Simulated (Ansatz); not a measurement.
`[F][GaH][SiH3]` + HI → `[F][GaH][I]` + SiH₄ at 298.15 K and 1 bar (cleavage of the Ga–Si bond).

Gas-phase electronic energies from Ansatz, PBE0-D4/def2-TZVP geometries. CBS: MP2 limit from def2 TZ/QZ plus the TZ coupled-cluster correction, frozen cores. This one scheme is used for every species. Elements past krypton have def2 core potentials. For Ga, I outer-core shells are correlated without core-valence functions, which leaves a few kJ/mol of doubt a bond. Scalar relativity is left out up to krypton.

```tsv
species	CCSD(T)/CBS energy (Eh)	H − E (kJ/mol)	S (J/(mol·K))
`[F][GaH][SiH3]`	-2315.24439	105.1	336.4
HI	-298.03592	22.7	206.5
`[F][GaH][I]`	-2321.86103	39.3	314.5
SiH₄	-291.46306	92.1	204.8
```

H − E and S are ideal-gas, rigid-rotor, harmonic terms from PBE0-D4/def2-TZVP. 1 Eh = 2625.50 kJ/mol, R = 8.31446 J/(mol·K).

Problem. By hand: ΔE, ΔH, ΔS and ΔG.

Solution. ΔE = (-2321.86103) + (-291.46306) − (-2315.24439) − (-298.03592) = -0.04378 Eh = -114.9 kJ/mol. Δ(H − E) = 39.3 + 92.1 − 105.1 − 22.7 = 3.6, so ΔH = -111.3 kJ/mol. ΔS = 314.5 + 204.8 − 336.4 − 206.5 = -23.6 J/(mol·K). ΔG = -111.3 − 298.15 × (-23.6)/1000 = -104.3 kJ/mol.

Problem. By hand: the equilibrium constant, and the temperature at which ΔG would vanish if ΔH and ΔS stayed fixed.

Solution. log₁₀ K = −ΔG/(RT ln 10) = 18.3. ΔG = 0 at ΔH/ΔS = 4716 K, far beyond where these terms or the molecules hold.

ΔH outweighs TΔS. A doubt of 5 kJ/mol in ΔE shifts log₁₀ K by 0.9 here. Modes under 60 cm⁻¹, often nearly free rotors, make the harmonic entropy too high. These are equilibria of isolated gas molecules and say nothing of rates. Largest T1 diagnostic: 0.014 (customary marks: 0.02 for closed shells, 0.045 for open ones).
